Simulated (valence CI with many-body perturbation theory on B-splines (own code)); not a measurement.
**C+: calculation against measured levels**

Calculated by valence CI with perturbative core correlation (CI+MBPT): three valence electrons over a frozen Dirac-Fock core [He], a basis of 11 s, 11 p, 10 d, 8 f, 5 g, 2 h functions for each j, with the one-electron correlation potential Σ1 (screened to all orders), the two-electron term Σ2, the three-electron term Σ3, Breit, model QED; selected single and double excitations, second order for the rest, scaled by the run's own slope (own B-spline code, finite nucleus).

Against 29 measured levels this calculation errs by 67 cm⁻¹ on average and by 148 at most. These come from a selection out of the NIST Handbook of Basic Atomic Spectroscopic Data. Levels without a partner in it may be off by more.

Measured levels: NIST Handbook of Basic Atomic Spectroscopic Data (Sansonetti and Martin, J. Phys. Chem. Ref. Data 34, 1559 (2005)). Pairs share parity and J, and are chosen by configuration, term and nearness in energy; levels without a clear partner are left out. Energies in cm⁻¹ above the measured ground level.

Names give the largest LS component (configuration and term), which can be under half, so a name can repeat, a term be missing and a line seem to break the LS rules; names also repeat where a configuration has a term twice.

| Computed label | Label in the source | Measured | Computed | Difference |
| --- | --- | --- | --- | --- |
| 2s2 2p 2P°_1/2 | 2s2(1S) 2p 2P° | 0 | 0.0 | 0 |
| 2s2 2p 2P°_3/2 | 2s2(1S) 2p 2P° | 63.4 | 63.3 | 0 |
| 2s 2p2 4P_1/2 | 2s 2p2 4P | 43003.3 | 42934.6 | -69 |
| 2s 2p2 4P_3/2 | 2s 2p2 4P | 43025.3 | 42956.8 | -69 |
| 2s 2p2 4P_5/2 | 2s 2p2 4P | 43053.6 | 42985.1 | -68 |
| 2s 2p2 2D_5/2 | 2s 2p2 2D | 74930.1 | 74997.9 | +68 |
| 2s 2p2 2D_3/2 | 2s 2p2 2D | 74932.6 | 75000.8 | +68 |
| 2s 2p2 2S_1/2 | 2s 2p2 2S | 96493.7 | 96629.6 | +136 |
| 2s 2p2 2P_1/2 | 2s 2p2 2P | 110624.2 | 110771.9 | +148 |
| 2s 2p2 2P_3/2 | 2s 2p2 2P | 110665.6 | 110810.7 | +145 |
| 2s2 3s 2S_1/2 | 2s2(1S) 3s 2S | 116537.6 | 116502.3 | -35 |
| 2s2 3p 2P°_1/2 | 2s2(1S) 3p 2P° | 131724.4 | 131656.8 | -68 |
| 2s2 3p 2P°_3/2 | 2s2(1S) 3p 2P° | 131735.5 | 131668.1 | -67 |
| 2p3 4S°_3/2 | 2p3 | 142027.1 | 142040.2 | +13 |
| 2s2 3d 2D_3/2 | 2s2(1S) 3d 2D | 145549.3 | 145505.5 | -44 |
| 2s2 3d 2D_5/2 | 2s2(1S) 3d 2D | 145550.7 | 145507.0 | -44 |
| 2p3 2D°_5/2 | 2p3 2D° | 150461.6 | 150517.5 | +56 |
| 2p3 2D°_3/2 | 2p3 2D° | 150466.7 | 150524.8 | +58 |
| 2s2 4s 2S_1/2 | 2s2(1S) 4s 2S | 157234.1 | 157143.0 | -91 |
| 2s2 4p 2P°_1/2 | 2s2(1S) 4p 2P° | 162517.9 | 162431.9 | -86 |
| 2s2 4p 2P°_3/2 | 2s2(1S) 4p 2P° | 162524.6 | 162438.7 | -86 |
| 2s 2p 3s 4P°_1/2 | 2s 2p(3P°) 3s 4P° | 166967.1 | 166892.4 | -75 |
| 2s 2p 3s 4P°_3/2 | 2s 2p(3P°) 3s 4P° | 166990.7 | 166916.3 | -74 |
| 2s 2p 3s 4P°_5/2 | 2s 2p(3P°) 3s 4P° | 167035.7 | 166961.5 | -74 |
| 2s2 4d 2D_3/2 | 2s2(1S) 4d 2D | 168123.7 | 168054.4 | -69 |
| 2s2 4d 2D_5/2 | 2s2(1S) 4d 2D | 168124.5 | 168055.2 | -69 |
| 2p3 2P°_1/2 | 2p3 2P° | 168729.5 | 168781.0 | +51 |
| 2p3 2P°_3/2 | 2p3 2P° | 168748.3 | 168799.7 | +51 |
| 2s2 4f 2F°_5/2 | 2s2(1S) 4f 2F° | 168978.3 | 168953.5 | -25 |
| 2s2 4f 2F°_7/2 | 2s2(1S) 4f 2F° | 168978.3 | 168953.7 | -25 |

Over 29 excited levels the mean absolute difference is 67 cm⁻¹, the median 68 and the largest 148. The comparison draws on a selection of the measured levels: 30 of the 65 computed ones have a partner in it, and others may be off by more.

Rates against NIST Handbook of Basic Atomic Spectroscopic Data (Sansonetti and Martin, J. Phys. Chem. Ref. Data 34, 1559 (2005)):

```tsv
λ vac, measured (nm)	Upper	Lower	A computed (s⁻¹)	A tabulated (s⁻¹)
68.71	2s2 3d 2D_3/2	2s2 2p 2P°_1/2	2.36e+09	2.37e+09
68.73	2s2 3d 2D_5/2	2s2 2p 2P°_3/2	2.83e+09	2.84e+09
90.41	2s 2p2 2P_3/2	2s2 2p 2P°_3/2	3.41e+09	3.42e+09
103.63	2s 2p2 2S_1/2	2s2 2p 2P°_1/2	7.45e+08	7.34e+08
103.70	2s 2p2 2S_1/2	2s2 2p 2P°_3/2	1.47e+09	1.47e+09
133.45	2s 2p2 2D_3/2	2s2 2p 2P°_1/2	2.42e+08	2.40e+08
133.57	2s 2p2 2D_5/2	2s2 2p 2P°_3/2	2.89e+08	2.88e+08
283.75	2s2 3p 2P°_3/2	2s 2p2 2S_1/2	3.04e+07	3.98e+07
283.84	2s2 3p 2P°_1/2	2s 2p2 2S_1/2	3.04e+07	3.97e+07
392.01	2s2 4s 2S_1/2	2s2 3p 2P°_1/2	6.25e+07	6.36e+07
392.18	2s2 4s 2S_1/2	2s2 3p 2P°_3/2	1.25e+08	1.27e+08
657.99	2s2 3p 2P°_3/2	2s2 3s 2S_1/2	3.64e+07	3.63e+07
723.33	2s2 3d 2D_3/2	2s2 3p 2P°_1/2	3.49e+07	3.52e+07
723.84	2s2 3d 2D_5/2	2s2 3p 2P°_3/2	4.18e+07	4.22e+07
```
